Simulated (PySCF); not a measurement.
1,2-difluorocyclobutene (C4H4F2), SMILES FC1=C(F)CC1. Atoms are numbered in the order given.

```xyz
10

F     -1.6080     0.0000    -1.1295
C     -0.6694     0.0000    -0.1956
C      0.6694     0.0000    -0.1956
F      1.6080     0.0000    -1.1295
C      0.7882     0.0000     1.3061
C     -0.7882     0.0000     1.3061
H      1.2415    -0.9002     1.7512
H      1.2415     0.9002     1.7512
H     -1.2415     0.9002     1.7512
H     -1.2415    -0.9002     1.7512
```
Charge 0, spin multiplicity 1.

Geometry: B3LYP-D3(BJ)/def2-SVP.

The numbers are results of PBE0/pcSseg-1 run with PySCF, not measurements.

GIAO shieldings, no solvent; atoms alike by connectivity are averaged. δ = σ(ref) − σ: ¹⁹F against CFCl3 (σ = 167.2 ppm); ¹³C against TMS (σ = 186.3 ppm); ¹H against TMS (σ = 31.56 ppm), references at their B3LYP-D3(BJ)/def2-TZVP geometries, non-relativistic.

Computed chemical shifts:
| nucleus | atoms | count | δ (ppm) |
|---|---|---|---|
| ¹⁹F | F1, F4 | 2 | -123.4 |
| ¹³C | C2, C3 | 2 | 133.7 |
| ¹³C | C5, C6 | 2 | 28.4 |
| ¹H | H7, H8, H9, H10 | 4 | 2.66 |
